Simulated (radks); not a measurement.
Q: All-electron atom: Sm11+ in [Kr] 4d10 4f3 5s2 (the NIST ground configuration). Calculated with a radial shooting solver on a logarithmic mesh with Libxc functionals: scalar-relativistic Kohn-Sham, LB94 model potential, spin-polarised, spherical densities, finite nucleus; open shells are filled with parallel spins first (spin-orbit coupling, left out, can overturn this in heavy ions); Fermi nuclear charge, rms radius 5.0819 fm. Some entries of the table are withheld. Estimate them.

| orbital | occ. | eigenvalue (hartree) | <1/r> (bohr^-1) | <r^2> (bohr^2) |
|---|---|---|---|---|
| 1s down | 1 | -1729.640 | 68.88 | 0.0007027 |
| 1s up | 1 | -1729.640 | 68.88 | 0.0007027 |
| 2s down | 1 | -289.5688 | 15.95 | 0.01107 |
| 2s up | 1 | -289.5672 | 15.95 | 0.01107 |
| 2p down | 3 | -259.3585 | 14.98 | 0.008874 |
| 2p up | 3 | -259.3573 | 14.98 | 0.008874 |
| 3s down | 1 | -69.69952 | 5.828 | 0.07390 |
| 3s up | 1 | -69.69428 | 5.827 | 0.07395 |
| 3p down | 3 | -60.22916 | 5.503 | 0.07387 |
| 3p up | 3 | -60.22540 | 5.502 | 0.07393 |
| 3d down | 5 | -47.36324 | 5.229 | 0.06224 |
| 3d up | 5 | -47.35996 | 5.228 | 0.06230 |
| 4s up | 1 | -19.70871 | 2.467 | 0.3720 |
| 4s down | 1 | -19.62639 | 2.466 | 0.3722 |
| 4p up | 3 | -16.57773 | 2.279 | (1) |
| 4p down | 3 | -16.49690 | 2.278 | (2) |
| 4d up | 5 | (3) | (4) | 0.4874 |
| 4d down | 5 | (5) | (6) | 0.4878 |
| 5s up | 1 | -7.99585 | 1.135 | 1.596 |
| 5s down | 1 | -7.93082 | 1.133 | 1.603 |
| 4f up | 3 | -7.31182 | 1.658 | 0.6427 |
| 4f down | 0 | -7.23907 | 1.658 | 0.6440 |

A: 
(1) 4p up <r^2> (bohr^2): 0.4161
(2) 4p down <r^2> (bohr^2): 0.4163
(3) 4d up eigenvalue (hartree): -12.16662
(4) 4d up <1/r> (bohr^-1): 2.031
(5) 4d down eigenvalue (hartree): -12.08814
(6) 4d down <1/r> (bohr^-1): 2.030
